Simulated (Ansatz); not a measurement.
`C[N](C)[Mo]([OH])(=[S])=[S]` + HCl → `[OH][Mo](=[S])(=[S])[Cl]` + dimethylamine at 500 K and 1 bar (ligand exchange at a Mo–N bond).

Calculated with Ansatz (gas phase, PBE0-D4/def2-TZVP geometries, no zero-point term in ΔE). CCSD(T)/CBS is the MP2 limit (def2-TZVPP, def2-QZVPP) plus CCSD(T) − MP2 in def2-TZVPP, frozen cores. This one scheme is used for every species. Elements past krypton have def2 core potentials. For Mo outer-core shells are correlated without core-valence functions, which leaves a few kJ/mol of doubt a bond. Each species was taken in one conformer, which may not be the lowest.

| species | CCSD(T)/CBS energy (Eh) | H − E (kJ/mol) | S (J/(mol·K)) |
| --- | --- | --- | --- |
| `C[N](C)[Mo]([OH])(=[S])=[S]` | -1074.01669 | 326.1 | 529.8 |
| HCl | -460.38127 | 32.5 | 201.9 |
| `[OH][Mo](=[S])(=[S])[Cl]` | -1399.40594 | 91.3 | 416.6 |
| `CNC` | -135.00321 | 273.8 | 313.8 |

H − E and S are ideal-gas, rigid-rotor, harmonic terms from PBE0-D4/def2-TZVP, for one conformer and one mirror image of each species. 1 Eh = 2625.50 kJ/mol, R = 8.31446 J/(mol·K).

Task: By hand: ΔE, ΔH, ΔS and ΔG.

Result: ΔE = (-1399.40594) + (-135.00321) − (-1074.01669) − (-460.38127) = -0.01119 Eh = -29.4 kJ/mol. Δ(H − E) = 91.3 + 273.8 − 326.1 − 32.5 = 6.5, so ΔH = -22.9 kJ/mol. ΔS = 416.6 + 313.8 − 529.8 − 201.9 = -1.3 J/(mol·K). ΔG = -22.9 − 500 × (-1.3)/1000 = -22.2 kJ/mol.

Task: By hand: the equilibrium constant, and the temperature at which ΔG would vanish if ΔH and ΔS stayed fixed.

Result: log₁₀ K = −ΔG/(RT ln 10) = 2.3. ΔG = 0 at ΔH/ΔS = 17615 K, far beyond where these terms or the molecules hold.

The number of gas molecules stays the same, so ΔS is small and ΔH decides. A doubt of 5 kJ/mol in ΔE shifts log₁₀ K by 0.5 here. Other conformers and mirror images would add mixing entropy, several J/(mol·K) or more a flexible species. Modes under 60 cm⁻¹, often nearly free rotors, make the harmonic entropy too high. These are equilibria of isolated gas molecules and say nothing of rates. Largest T1 diagnostic: 0.024 (customary marks: 0.02 for closed shells, 0.045 for open ones).
